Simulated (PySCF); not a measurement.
A structure optimised at PBE0-D3(BJ)/def2-SVP, used in a PySCF frequency run:

```xyz
9

C      2.0071    -0.2028    -1.0308
Si     0.1849    -0.1314    -0.7920
O     -0.4997    -1.5210    -1.3352
F     -0.4413     1.1276    -1.5964
Br    -0.3535     0.2111     1.3356
H      2.4382    -1.0267    -0.4440
H      2.4736     0.7396    -0.7097
H      2.2397    -0.3687    -2.0938
H     -1.4387    -1.6567    -1.1748
```
Charge 0, spin multiplicity 1.

### Question
Write its SMILES and formula.

### Answer
C[Si](O)(F)Br, CH4BrFOSi

### Question
What are its rotational constants (standard atomic weights)?

### Answer
3.6346, 1.4985, 1.4657 GHz
